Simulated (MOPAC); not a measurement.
Input file for MOPAC: PM3 on F2GaHO (SMILES [OH][Ga]([F])[F]), a point of a torsion scan.

```
PM3 1SCF PRECISE CHARGE=0 THREADS=1
F2GaHO

O      1.24847731 1    -0.33376308 1    -0.36340570 1
Ga    -0.47604215 1    -0.29651509 1    -0.27567026 1
F     -1.43265727 1     0.60729968 1    -1.39741509 1
F     -1.32908596 1    -1.13821334 1     0.98243582 1
H      1.75484687 1    -0.01841901 1     0.38854272 1
```

Program output:

```
*******************************************************************************
 **                                                                           **
 **                              MOPAC v23.2.5                                **
 **                                                                           **
 *******************************************************************************
 ** MOPAC's Digital Object Identifier: https://doi.org/10.5281/zenodo.6511958 **
 **                                                                           **
 ** Please cite the open-source release paper for use of this MOPAC version:  **
 ** J. E. Moussa and J. J. P. Stewart (2026)                                  **
 ** MOPAC: An open-source semiempirical molecular orbital program             **
 ** J. Open Source Softw., 11(119), 8025, https://doi.org/10.21105/joss.08025 **
 *******************************************************************************

                              PM3 CALCULATION RESULTS

 *******************************************************************************
 *  PM3        - The PM3 Hamiltonian to be used
 *
 *
 *
 *                 CHARGE ON SYSTEM = 0
 *
 *
 *
 *  PRECISE    - TIGHTER CRITERIA TO BE USED
 *  1SCF       - DO 1 SCF AND THEN STOP
 *  THREADS=1  - MULTI-THREADING NOT USED
 *  T=         - A TIME OF 172800.0 SECONDS REQUESTED
 *  DUMP=N     - RESTART FILE WRITTEN EVERY 7200.0 SECONDS REQUESTED
 *******************************************************************************
PM3 1SCF PRECISE CHARGE=0 THREADS=1
 F2GaHO

   ATOM   CHEMICAL          X               Y               Z
  NUMBER   SYMBOL      (ANGSTROMS)     (ANGSTROMS)     (ANGSTROMS)

     1       O          1.24847731  *  -0.33376308  *  -0.36340570  *
     2      Ga         -0.47604215  *  -0.29651509  *  -0.27567026  *
     3       F         -1.43265727  *   0.60729968  *  -1.39741509  *
     4       F         -1.32908596  *  -1.13821334  *   0.98243582  *
     5       H          1.75484687  *  -0.01841901  *   0.38854272  *



          CARTESIAN COORDINATES

    NO.       ATOM           X           Y           Z

     1         O          1.2485     -0.3338     -0.3634
     2        Ga         -0.4760     -0.2965     -0.2757
     3         F         -1.4327      0.6073     -1.3974
     4         F         -1.3291     -1.1382      0.9824
     5         H          1.7548     -0.0184      0.3885

  H: (PM3): J. J. P. STEWART, J. COMP. CHEM. 10, 209 (1989).
  O: (PM3): J. J. P. STEWART, J. COMP. CHEM. 10, 209 (1989).
  F: (PM3): J. J. P. STEWART, J. COMP. CHEM. 10, 209 (1989).
 Ga: (PM3): J. J. P. STEWART, J. COMP. CHEM. 12, 320-341 (1991).

           Empirical Formula: H O Ga F2  =     5 atoms



      MOLECULAR POINT GROUP   :   C1


      RHF CALCULATION, NO. OF DOUBLY OCCUPIED LEVELS = 12


 -------------------------------------------------------------------------------
 PM3 1SCF PRECISE CHARGE=0 THREADS=1
 F2GaHO



     1SCF WAS SPECIFIED, SO BFGS WAS NOT USED
     SCF FIELD WAS ACHIEVED


                              PM3 CALCULATION
                                                       MOPAC v23.2.5 Linux




          FINAL HEAT OF FORMATION =       -174.11589 KCAL/MOL =    -728.50087 KJ/MOL


          COSMO AREA              =         95.39 SQUARE ANGSTROMS
          COSMO VOLUME            =         76.29 CUBIC ANGSTROMS

          IONIZATION POTENTIAL    =         12.768787 EV
          HOMO LUMO ENERGIES (EV) =        -12.769 -2.846
          NO. OF FILLED LEVELS    =         12
          MOLECULAR WEIGHT        =        124.7391         POINT GROUP:  C1

          MOLECULAR DIMENSIONS (Angstroms)

            Atom       Atom       Distance
            H     5    F     3     3.70693
            F     4    O     1     2.65539
            H     5    O     1     0.57341


          SCF CALCULATIONS        =          1





   ATOM   CHEMICAL          X               Y               Z
  NUMBER   SYMBOL      (ANGSTROMS)     (ANGSTROMS)     (ANGSTROMS)

     1       O          1.24847731  *  -0.33376308  *  -0.36340570  *
     2      Ga         -0.47604215  *  -0.29651509  *  -0.27567026  *
     3       F         -1.43265727  *   0.60729968  *  -1.39741509  *
     4       F         -1.32908596  *  -1.13821334  *   0.98243582  *
     5       H          1.75484687  *  -0.01841901  *   0.38854272  *

                             CARTESIAN COORDINATES

   1    O        1.248477310    -0.333763080    -0.363405700
   2   Ga       -0.476042150    -0.296515090    -0.275670260
   3    F       -1.432657270     0.607299680    -1.397415090
   4    F       -1.329085960    -1.138213340     0.982435820
   5    H        1.754846870    -0.018419010     0.388542720


           Empirical Formula: H O Ga F2  =     5 atoms



      MOLECULAR POINT GROUP   :   C1


                  EIGENVALUES
 -36.20472 -22.14431 -18.70312 -16.92395 -16.03404 -15.54039 -15.40020 -15.18157
 -15.08090 -14.75479 -12.94417 -12.76879  -2.84601  -2.26224  -1.62657  -1.20976
   4.25271


              NET ATOMIC CHARGES AND DIPOLE CONTRIBUTIONS

  ATOM NO.   TYPE          CHARGE      No. of ELECS.   s-Pop       p-Pop
    1          O          -0.607269        6.6073     1.79508     4.81219
    2         Ga           1.173173        1.8268     0.98752     0.83931
    3          F          -0.387567        7.3876     1.64331     5.74425
    4          F          -0.404705        7.4047     1.66220     5.74250
    5          H           0.226368        0.7736     0.77363
 DIPOLE           X         Y         Z       TOTAL
 POINT-CHG.     0.835     0.365     0.621     1.102
 HYBRID         0.538     0.047     0.312     0.624
 SUM            1.373     0.412     0.932     1.710


          ATOMIC ORBITAL ELECTRON POPULATIONS

     Atom    s        px        py        pz
    1  O   1.79508   1.47796   1.82560   1.50863
    2 Ga   0.98752   0.25176   0.28292   0.30463
    3  F   1.64331   1.91879   1.91060   1.91487
    4  F   1.66220   1.92834   1.92757   1.88659
    5  H   0.77363

 **********************
 *                    *
 * JOB ENDED NORMALLY *
 *                    *
 **********************




 == MOPAC DONE ==
```

The run finished.

Cost: about 0.020 core-seconds (a rough figure).
